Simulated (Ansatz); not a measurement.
`CC[CH2][GeH3]` + H₂O → `O[CH2][GeH3]` + `CC` at 298.15 K and 1 bar (formal hydrolysis of a C–C bond).

Isolated molecules relaxed with PBE0-D4/def2-TZVP in Ansatz; ΔE leaves out vibrations. CCSD(T)/CBS adds triple-zeta CCSD(T) − MP2 to the extrapolated MP2 energy (def2 sets, frozen cores). This one scheme is used for every species. For Ge outer-core shells are correlated without core-valence functions, which leaves a few kJ/mol of doubt a bond. Scalar relativity is left out up to krypton. One conformer a species, not always the lowest.

| species | CCSD(T)/CBS energy (Eh) | H − E (kJ/mol) | S (J/(mol·K)) |
| --- | --- | --- | --- |
| `CC[CH2][GeH3]` | -2196.28659 | 327.5 | 343.2 |
| H₂O | -76.37941 | 66.4 | 188.7 |
| `O[CH2][GeH3]` | -2192.91927 | 186.8 | 307.6 |
| `CC` | -79.71954 | 207.7 | 227.7 |

H − E and S are ideal-gas, rigid-rotor, harmonic terms from PBE0-D4/def2-TZVP, for one conformer and one mirror image of each species. 1 Eh = 2625.50 kJ/mol, R = 8.31446 J/(mol·K).

Q: By hand: ΔE, ΔH, ΔS and ΔG.

A: ΔE = (-2192.91927) + (-79.71954) − (-2196.28659) − (-76.37941) = 0.02719 Eh = 71.4 kJ/mol. Δ(H − E) = 186.8 + 207.7 − 327.5 − 66.4 = 0.6, so ΔH = 72.0 kJ/mol. ΔS = 307.6 + 227.7 − 343.2 − 188.7 = 3.4 J/(mol·K). ΔG = 72.0 − 298.15 × (3.4)/1000 = 71.0 kJ/mol.

Q: By hand: the equilibrium constant, and the temperature at which ΔG would vanish if ΔH and ΔS stayed fixed.

A: log₁₀ K = −ΔG/(RT ln 10) = -12.4. ΔG = 0 at ΔH/ΔS = 21176 K, far beyond where these terms or the molecules hold.

The number of gas molecules stays the same, so ΔS is small and ΔH decides. A doubt of 5 kJ/mol in ΔE shifts log₁₀ K by 0.9 here. Other conformers and mirror images would add mixing entropy, several J/(mol·K) or more a flexible species. These are equilibria of isolated gas molecules and say nothing of rates. Largest T1 diagnostic: 0.011 (customary marks: 0.02 for closed shells, 0.045 for open ones).
